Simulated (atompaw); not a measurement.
# arsenic: from the effect back to the setting (PAW (atompaw))

Base potential:

As (Z = 33), PAW, made with atompaw 4.2.0.5 (PBEsol, scalar-relativistic). Core [Ar], reference 3d10 4s2 4p3. Waves: 4s (bound): rc 1.80 bohr; 4s channel at -0.3 Ry: rc 1.80 bohr; 4p (bound): rc 1.80 bohr; 4p channel at 0.25 Ry: rc 1.80 bohr; 3d (bound): rc 1.05 bohr; 3d channel at 2.05 Ry: rc 1.05 bohr. Local part: troulliermartins scheme with l = 3 at 0 Ry, radius 1.30 bohr. Core correction: smooth core density matched at 1.65 bohr. Augmentation charge: sinc compensation charge, radius 1.35 bohr; PAW radius 1.80 bohr; waves and projectors: custom rrkj vanderbiltortho.

Cutoffs, loose and tight: the cutoffs (Ry, on a coarse ladder) from which the occupation-weighted sum of valence levels, in a spherical-Bessel basis at the reference potential, stays within 10 and 1 mRy of its value at 400 Ry. They see the waves, projectors and local potential, not the compensation charge or the core.

Only the scale of all radii (base = 1) is moved (2 further runs of the sweep failed or gave no value and are left out):

```json
{"scale of all radii (base = 1)": "0.9", "cutoff, loose": "180 Ry", "cutoff, tight": "300 Ry", "bound ghosts": "s"}
{"scale of all radii (base = 1)": "0.95", "cutoff, loose": "160 Ry", "cutoff, tight": "260 Ry", "bound ghosts": "s"}
{"scale of all radii (base = 1)": "1.1", "cutoff, loose": "110 Ry", "cutoff, tight": "200 Ry", "bound ghosts": "s"}
{"scale of all radii (base = 1)": "1.18", "cutoff, loose": "90 Ry", "cutoff, tight": "160 Ry", "bound ghosts": "none"}
{"scale of all radii (base = 1)": "1.21", "cutoff, loose": "90 Ry", "cutoff, tight": "140 Ry", "bound ghosts": "none"}
{"scale of all radii (base = 1)": "1.27", "cutoff, loose": "70 Ry", "cutoff, tight": "120 Ry", "bound ghosts": "none"}
```

Task: One more run gave cutoff, loose: 140 Ry; cutoff, tight: 230 Ry; bound ghosts: s. Which value of the scale of all radii (base = 1) was used?

Result: 1.03. The tight cutoff moves one way along this sweep, from 300 Ry at 0.9 to 120 Ry at 1.27, which places the run between 0.95 and 1.1.
